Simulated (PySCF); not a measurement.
Isomers of C8H14, mass 110.110 u with the commonest isotopes. Method: PBE0-D3(BJ)/def2-SVP geometry optimisation, gas phase in PySCF 2.14.0. One conformer each, none proved a minimum here; rigid rotors.

Problem. Order these by dipole moment, largest first.
A. `[CH:1]1=[CH:2]/[CH2:3][CH2:4][CH2:5][CH2:6][CH2:7][CH2:8]/1` with C1–C2–C3–C4 86°, C2–C3–C4–C5 -49°, C3–C4–C5–C6 80°, C4–C5–C6–C7 -112°
B. `[CH2:1]1[CH2:2][CH2:3][C:4]2([CH2:5][CH2:6]1)[CH2:7][CH2:8]2` with C6–C1–C2–C3 -55°, C1–C2–C3–C4 54°, C2–C3–C4–C5 -54°, C3–C4–C5–C6 54° (spiro(2.5)octane)
C. `[CH3:1][C:2]1=[CH:3][CH2:4][CH2:5][CH2:6][CH2:7][CH2:8]1` with C2–C3–C4–C5 -60°, C3–C4–C5–C6 74°, C4–C5–C6–C7 -63°, C5–C6–C7–C8 63°

Solution. A (0.85 D), C (0.33 D), B (0.19 D).

Problem. Order these by rotational constant B, largest first.
A. `[CH3:1][C:2]1=[CH:3][CH2:4][CH2:5][CH2:6][CH2:7][CH2:8]1` with C2–C3–C4–C5 -60°, C3–C4–C5–C6 74°, C4–C5–C6–C7 -63°, C5–C6–C7–C8 63° (1-methylcycloheptene)
B. `[CH:1]1=[CH:2]/[CH2:3][CH2:4][CH2:5][CH2:6][CH2:7][CH2:8]/1` with C1–C2–C3–C4 86°, C2–C3–C4–C5 -49°, C3–C4–C5–C6 80°, C4–C5–C6–C7 -112°
C. `[CH2:1]=[CH:2][CH2:3][CH:4]1[CH2:5][CH2:6][CH2:7][CH2:8]1` with C1–C2–C3–C4 -119°, C2–C3–C4–C5 -178°, C3–C4–C5–C6 -166°, C4–C5–C6–C7 28°, C5–C6–C7–C8 -4°, C6–C7–C8–C4 -21° (allylcyclopentane)

Solution. B (1954 MHz), A (1732 MHz), C (1112 MHz).

Problem. Order these by out-of-plane moment Σ m c² = (Ia + Ib − Ic)/2, smallest first.
A. `[CH:1]1=[CH:2]/[CH2:3][CH2:4][CH2:5][CH2:6][CH2:7][CH2:8]/1` with C1–C2–C3–C4 86°, C2–C3–C4–C5 -49°, C3–C4–C5–C6 80°, C4–C5–C6–C7 -112°
B. `[CH2:1]=[CH:2][CH2:3][CH:4]1[CH2:5][CH2:6][CH2:7][CH2:8]1` with C1–C2–C3–C4 -119°, C2–C3–C4–C5 -178°, C3–C4–C5–C6 -166°, C4–C5–C6–C7 28°, C5–C6–C7–C8 -4°, C6–C7–C8–C4 -21°
C. `[CH3:1][C:2]1=[CH:3][CH2:4][CH2:5][CH2:6][CH2:7][CH2:8]1` with C2–C3–C4–C5 -60°, C3–C4–C5–C6 74°, C4–C5–C6–C7 -63°, C5–C6–C7–C8 63°
D. `[CH2:1]1[CH2:2][CH2:3][C:4]2([CH2:5][CH2:6]1)[CH2:7][CH2:8]2` with C6–C1–C2–C3 -55°, C1–C2–C3–C4 54°, C2–C3–C4–C5 -54°, C3–C4–C5–C6 54° (spiro(2.5)octane)
E. `[CH2:1]1[CH2:2][C@H:3]2[CH2:4][CH2:5][CH2:6][C@H:7]2[CH2:8]1` with C8–C1–C2–C3 -40°, C1–C2–C3–C4 -91°, C2–C3–C4–C5 140°, C3–C4–C5–C6 -40°

Solution. B (19.84 u·Å²), C (22.82 u·Å²), A (24.13 u·Å²), E (35.08 u·Å²), D (37.90 u·Å²).

| SMILES | point group | Ia (u·Å²) | Ib (u·Å²) | Ic (u·Å²) | κ | μa (D) | μb (D) | μc (D) |
| --- | --- | --- | --- | --- | --- | --- | --- | --- |
| CC1=CCCCCC1 | C1 | 163.23 | 291.80 | 409.39 | -0.47 | 0.07 | 0.32 | 0.02 |
| C1=C/CCCCCC/1 | C2 | 171.08 | 258.61 | 381.42 | -0.23 | 0.00 | 0.85 | 0.00 |
| C1CCC2(CC1)CC2 | Cs | 143.39 | 287.76 | 355.34 | -0.68 | 0.19 | 0.00 | 0.01 |
| C1C[C@H]2CCC[C@H]2C1 | Cs | 146.36 | 254.79 | 330.99 | -0.53 | 0.00 | 0.00 | 0.08 |
| C=CCC1CCCC1 | C1 | 106.14 | 454.49 | 520.96 | -0.93 | 0.33 | 0.15 | 0.13 |
